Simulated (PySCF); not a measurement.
# Ionisation energy of Pm by level of theory

Pm [Xe] 4f5 6s2 (high-spin determinant) → Pm⁺ [Xe] 4f5 6s1 (high-spin determinant), as a difference of total energies. Calculation: PySCF 2.14, in ANO-RCC-VTZP (8s7p5d3f2g1h, 104 functions); scalar relativity by spin-free X2C-1e. Correlated levels: valence: [Kr] 4d10 frozen; valence and next inner shell: [Ar] 3d10 frozen. The calculations carry no spin-orbit coupling.

```json
{"method": "UHF", "ionisation energy (eV)": "4.539"}
{"method": "LDA", "ionisation energy (eV)": "5.732"}
{"method": "PBE", "ionisation energy (eV)": "5.520"}
{"method": "PBE0", "ionisation energy (eV)": "5.421"}
{"method": "r2SCAN", "ionisation energy (eV)": "5.185"}
{"method": "MP2 (valence)", "ionisation energy (eV)": "5.420"}
{"method": "SCS-MP2 (valence)", "ionisation energy (eV)": "5.477"}
{"method": "MP2 (valence and next inner shell)", "ionisation energy (eV)": "5.454"}
{"method": "SCS-MP2 (valence and next inner shell)", "ionisation energy (eV)": "5.491"}
```

Q: How much does correlation contribute at MP2 (valence and next inner shell)?

A: 5.454 − (4.539) = 0.915 eV, measured against UHF.

Errors of the correlated levels include the incompleteness of this basis and the frozen core.

The determinant of Pm and of Pm⁺ mixes LS terms, which raises its energy above the lowest term, most at the Hartree-Fock and MP2 levels.

For comparison: 5.582 eV (measured; NIST Atomic Spectra Database, ionization energies).
